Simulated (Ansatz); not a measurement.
FGeH (SMILES [F][GeH]), charge 0, multiplicity 1, relaxed at each level with Ansatz (a first-principles code); harmonic frequencies from differences of analytic forces, average atomic masses, frozen cores.

| level | harmonic frequencies (cm⁻¹) | ZPE (eV) | cost over HF/def2-TZVPP (rough) |
|---|---|---|---|
| HF/def2-TZVPP | 711 842 1983 | 0.219 | ×1 |
| PBE/def2-TZVPP | 630 727 1782 | 0.195 | ×1 |
| B3LYP/def2-TZVPP | 648 758 1836 | 0.201 | ×1 |
| PBE0/def2-TZVPP | 668 767 1868 | 0.205 | ×1 |
| MP2/cc-pVTZ | 682 794 1940 | 0.212 | ×2 |
| CCSD(T)/cc-pVTZ | 681 780 1883 | 0.207 | ×7 |

Doubts at one or more of the structures used: a restricted determinant that unrestricted orbitals would lower (MP2/cc-pVTZ, CCSD(T)/cc-pVTZ).
